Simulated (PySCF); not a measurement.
A PySCF script (with the pyscf-properties extension) for the NMR shieldings of `C=CC[C@@H]1C[Si@@H](F)CC1=S`, C7H11FSSi, on a GFN2-xTB geometry:

```python
import basis_set_exchange as bse
import numpy as np
from pyscf import gto, dft
from pyscf.prop import nmr

atoms = """
C     2.507090    1.677562    0.194961
C     2.264784    0.388803    0.043450
C     1.057592   -0.308222    0.579897
C     0.181977   -0.872191   -0.561177
C    -0.424112    0.266881   -1.393677
Si   -1.983459    0.793796   -0.448983
F    -3.254800    0.912024   -1.437598
C    -2.064645   -0.819259    0.559109
C    -0.938217   -1.659010    0.050654
S    -0.918614   -3.277795    0.151413
H     3.391832    2.143370   -0.204406
H     1.832879    2.320746    0.737838
H     2.954769   -0.236830   -0.507618
H     0.464709    0.383889    1.181066
H     1.374382   -1.141534    1.213733
H     0.805471   -1.529262   -1.174270
H    -0.698880   -0.110386   -2.380778
H     0.316349    1.049516   -1.547237
H    -1.973006    2.039324    0.296953
H    -1.900601   -0.637550    1.623709
H    -3.004422   -1.366929    0.490733
"""
names = dict.fromkeys(["C", "Si", "F", "S", "H"], "pcSseg-1")
basis = {el: gto.basis.parse(bse.get_basis(n, elements=[el], fmt="nwchem")) for el, n in names.items()}
mol = gto.M(atom=atoms, basis=basis, charge=0, verbose=0)
mf = dft.RKS(mol, xc="PBE0")
mf.grids.level = 2
mf.grids.alignment = dft.numint.BLKSIZE   # the property module wants whole blocks of grid points
mf.conv_tol = 1e-9
mf.kernel()

calc = nmr.RKS(mf)   # GIAO
C = mf.mo_coeff
Co = C[:, mf.mo_occ > 0]
resp = mf.gen_response(singlet=True, hermi=2)
def vind(x):   # induced exchange potential for any number of trial vectors
    d = np.einsum("pi,xij,qj->xpq", C, 2 * x.reshape(-1, C.shape[1], Co.shape[1]), Co, optimize=True)
    return np.einsum("xpq,pi,qj->xij", resp(d - d.transpose(0, 2, 1)), C, Co, optimize=True).ravel()
mo1, _ = nmr.rhf.solve_mo1(calc, with_cphf=vind)
sigma = calc.kernel(mo1)
for i, s in enumerate(sigma):   # ppm
    print("%2d %-2s %9.2f" % (i, mol.atom_pure_symbol(i), np.trace(s) / 3))
```

Q: Give the expected output.

A: 
```
 0 C      60.70
 1 C      40.94
 2 C     137.66
 3 C     120.17
 4 C     164.19
 5 Si    315.52
 6 F     373.10
 7 C     146.59
 8 C     -99.50
 9 S    -473.18
10 H      26.19
11 H      26.29
12 H      25.71
13 H      30.28
14 H      29.12
15 H      28.36
16 H      30.41
17 H      29.91
18 H      25.91
19 H      29.08
20 H      28.66
```

These numbers come from an equivalent density-fitted implementation of the same equations, which agrees with the script to about 0.01 ppm for H and up to a few tenths of a ppm for heavy atoms, so last digits may differ.

Q: Turn these shieldings into chemical shifts. Chemical shifts δ = σref − σ; TMS for 13C (σ = 186.93 ppm), 29Si (σ = 349.16 ppm), 1H (σ = 31.72 ppm); 19F (σ = 170.95 ppm) vs CFCl3; 33S (σ = 503.73 ppm) vs CS2, all at this level.

A: Averaging equivalent atoms: C 8: 286.4; C 1: 146.0; C 0: 126.2; C 3: 66.8; C 2: 49.3; C 7: 40.3; C 4: 22.7; Si 5: 33.6; F 6: -202.2; S 9: 977; H 12: 6.00; H 18: 5.80; H 10: 5.52; H 11: 5.43; H 15: 3.36; H 20: 3.06; H 19: 2.63; H 14: 2.59; H 17: 1.81; H 13: 1.44; H 16: 1.30 ppm. Unscaled 19F shifts against computed CFCl3 carry errors that often reach 10 to 50 ppm.

Size and cost of the density-fitted run: 239 basis functions, 2.1 min wall time on 1 thread of an Arm Neoverse N1, shared host; peak memory 1.1 GiB.
